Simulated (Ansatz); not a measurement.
`BC=C` and `C=[CH][GaH2]` differ in one element.

Ansatz, PBE0-D4/def2-TZVP geometries, multiplicity 1. 

Scalar relativity is left out up to krypton.

```
                                        property  `BC=C`
  zero-point energy (PBE0-D4/def2-TZVP) / kJ/mol   164.6
            HOMO–LUMO gap (PBE0/def2-TZVPP) / eV    6.42
               HOMO energy (PBE/def2-TZVPP) / eV   -7.49
           LUMO energy (ωB97M-V/def2-TZVPP) / eV   -0.06
               LUMO energy (PBE/def2-TZVPP) / eV   -3.10
size of the dipole moment (B3LYP/def2-TZVPP) / D    1.34
```

Task: Give the same properties after the change, and the shifts. (Best estimate.)

Result: Ansatz gave: 
```csv
property,`C=[CH][GaH2]`,shift
zero-point energy (PBE0-D4/def2-TZVP) / kJ/mol,144.1,-20.5
HOMO–LUMO gap (PBE0/def2-TZVPP) / eV,6.29,-0.13
HOMO energy (PBE/def2-TZVPP) / eV,-6.79,0.70
LUMO energy (ωB97M-V/def2-TZVPP) / eV,0.03,0.09
LUMO energy (PBE/def2-TZVPP) / eV,-2.59,0.51
size of the dipole moment (B3LYP/def2-TZVPP) / D,0.85,-0.49
```

With PBE0 the HOMO rises by 0.47 eV and the LUMO rises by 0.35 eV, so the gap narrows by about 0.12 eV. PBE moves the HOMO by 0.70 eV and ωB97M-V by 0.50 eV. Dipoles are sizes alone; their direction can turn.

B3LYP here is the variant with VWN-RPA as its local correlation; programs differ in this.
